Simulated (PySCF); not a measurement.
## How methods differ on the excitation energy of Cl

Cl [Ne] 3s2 3p5 (2P) → Cl [Ne] 3s1 3p6 (2S), as a difference of total energies. Calculation: PySCF 2.14, in aug-cc-pwCVDZ (6s5p3d, 36 functions); no relativity, point nucleus. Correlated levels: valence: [Ne] frozen; valence and next inner shell: 1s2 frozen; nothing frozen. The calculations carry no spin-orbit coupling.

```
                                method  excitation energy (cm⁻¹)
                                   UHF                    123860
                                   LDA                     94650
                                   PBE                     96474
                                  PBE0                    103450
                                r2SCAN                    102490
                                  PW91                     96456
                                 M06-L                    103400
                               wB97M-V                    104380
                                PBEsol                     95829
                         MP2 (valence)                    104010
                     SCS-MP2 (valence)                    101820
    MP2 (valence and next inner shell)                    103230
SCS-MP2 (valence and next inner shell)                    101210
                   MP2 (all electrons)                    103200
               SCS-MP2 (all electrons)                    101180
```

Errors of the correlated levels include the incompleteness of this basis and the frozen core.

For comparison: 85385 cm⁻¹ (measured; NIST levels, between the centres of gravity of the two terms).
